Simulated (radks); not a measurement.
The numbers below are computed, except where a source is named.
The cadmium ion Cd+, configuration [Kr] 4d8.5 5s1.5 5p1 (fractional occupations, a model configuration).

Level of theory: scalar-relativistic Kohn-Sham, PBE, spin-polarised, spherical densities, finite nucleus; open shells are filled with parallel spins first (spin-orbit coupling, left out, can overturn this in heavy ions); Fermi nuclear charge, rms radius 4.6087 fm (a radial shooting solver on a logarithmic mesh with Libxc functionals).

Energy parts (Ry):
part                        energy
total                 -11186.93553
kinetic                11640.58396
electron-nucleus      -26988.11557
Hartree                 4467.82004
exchange-correlation    -307.22396

Orbitals (lengths in bohr, moments of r in powers of bohr; r(max) is where P^2 peaks):
orbital  occ.  eigenvalue (Ry)      <r^4>      <r>   r(max)     <r^2>
1s up       1        -1950.867  4.065e-06  0.03040  0.01968  0.001250
1s down     1        -1950.864  4.065e-06  0.03040  0.01968  0.001250
2s up       1        -290.8325  0.0007174   0.1317   0.1112   0.02043
2s down     1        -290.8072  0.0007173   0.1317   0.1112   0.02043
2p up       3        -261.1074  0.0005148   0.1149  0.08899   0.01611
2p down     3        -261.0873  0.0005148   0.1149  0.08899   0.01611
3s up       1        -55.32663    0.03299   0.3583   0.3238    0.1468
3s down     1        -55.31247    0.03297   0.3583   0.3239    0.1468
3p up       3        -45.57684    0.03517   0.3571   0.3171    0.1480
3p down     3        -45.56070    0.03513   0.3570   0.3171    0.1480
3d up       5        -30.32307    0.03310   0.3347   0.2657    0.1333
3d down     5        -30.29926    0.03305   0.3346   0.2658    0.1332
4s up       1         -9.14732      1.119   0.8745   0.7942    0.8655
4s down     1         -9.05097      1.115   0.8739   0.7937    0.8642
4p up       3         -6.26261      1.663   0.9505   0.8429     1.033
4p down     3         -6.16340      1.656   0.9496   0.8423     1.031
4d up       5         -2.10862      5.620    1.206   0.9653     1.733
4d down   3.5         -2.00332      5.568    1.203   0.9642     1.724
5s up       1         -1.24039      70.69    2.448    2.121     6.781
5s down   0.5         -1.12670      74.75    2.472    2.121     6.930
5p up       1         -0.74183      178.8    3.047    2.581     10.59
5p down     0         -0.63982      202.7    3.127    2.615     11.19

The highest occupied level is 5p up at -10.093 eV. The electron density at the nucleus is 1.637e+05 e/bohr^3 (large components only). Summed over all electrons, <r^2> = 46.11 bohr^2, which gives a Langevin (diamagnetic) susceptibility term of -36.5 x 10^-6 cm^3/mol. The density falls to 0.001 e/bohr^3 at r = 4.29 bohr. Spin moment in Bohr magnetons: 3. The spin density at the nucleus is 15.80 e/bohr^3 (1s -0.03, 2s -0.65, 3s 0.25, 4s -0.76, 5s 17.00).
